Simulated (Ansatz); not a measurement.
Job for Ansatz (an electronic-structure program): R-CCSD(T)/cc-pV(T+d)Z on AlH3O3 (SMILES [OH][Al]([OH])[OH]), a point of a torsion scan. Files ending in .json are basis or fitting sets from the Basis Set Exchange.

Ansatz 0.2 input:
```yaml
crystal:
  periodic: [false, false, false]
  atoms:
    - {symbol: O, position_ang: [-1.41901988, -0.70733427, -0.11842985]}
    - {symbol: Al, position_ang: [-0.20233616, -0.13169332, -1.05927275]}
    - {symbol: O, position_ang: [0.95473023, -1.12702467, -1.72033279]}
    - {symbol: O, position_ang: [-0.12779485, 1.49354325, -1.38961533]}
    - {symbol: H, position_ang: [-1.97764473, -0.83788257, 0.62997722]}
    - {symbol: H, position_ang: [1.13550539, -2.05663327, -1.71691427]}
    - {symbol: H, position_ang: [0.46388735, 2.02025805, -1.90939357]}
basis:
  gaussian:
    orbitals: cc-pV_T+d_Z.json
magnetization: {spin_polarized: false}
correlation: {method: ccsd_t, electrons: outside_noble_gas}
scf: {lower_state_search: off}
```

It printed:

```
WARN ansatz: RAYON_NUM_THREADS=1 ignored (pool sized by the plan → 1); use --threads N
Functional definition: HF
these checks for a lower state are left out or cut short: stability, starts, cluster_reference, orbital_swaps, neighbouring_geometries, increment
integrals: 0.51 GiB planned
1023 factors; integrals over basis functions are off by at most 6.9e-4 eV
mean field: 0.45 GiB planned
mean field evaluation 1: about -12743.4951 eV, gradient 6.2e1 eV
mean field evaluation 2: about -12743.5600 eV, gradient 6.2e1 eV
mean field evaluation 4: about -12749.6377 eV, gradient 2.3e0 eV
mean field evaluation 8: about -12749.6768 eV, gradient 1.7e-1 eV
mean field -12749.67691432 eV, -468.5419845599 hartree, gradient 9.3e-7 eV, S^2 0.000000; 0 other end points of the search recorded, 0 dependent functions left out
8 core orbitals not correlated
reference -12749.67691432 eV, -468.5419845599 hartree; 12, 12 occupied and 151, 151 virtual orbitals, 1023 factors
second order -21.80204115 eV of doubles, -0.00000000 eV of singles
coupled cluster: 1.46 GiB planned
cycle   1  -21.48224382 eV  change    3.2e-1 eV  update   8.7e-2
cycle   2  -21.89438798 eV  change   -4.1e-1 eV  update   2.4e-2
cycle   3  -21.99831534 eV  change   -1.0e-1 eV  update   1.2e-2
cycle   4  -21.98263855 eV  change    1.6e-2 eV  update   2.6e-3
cycle   5  -21.98146956 eV  change    1.2e-3 eV  update   1.2e-3
cycle   6  -21.98211477 eV  change   -6.5e-4 eV  update   3.4e-4
cycle   7  -21.98189397 eV  change    2.2e-4 eV  update   1.4e-4
cycle   8  -21.98183373 eV  change    6.0e-5 eV  update   4.6e-5
cycle   9  -21.98185060 eV  change   -1.7e-5 eV  update   1.9e-5
perturbative correction -0.72694181 eV, -0.0267146189 hartree
Total energy: -12772.38570674 eV, -469.3765172886 hartree
Checks for a lower state left out: stability, starts, cluster_reference, orbital_swaps, neighbouring_geometries, increment
```

Self-consistency was reached.

Cost: about 40 core-seconds (a rough figure).
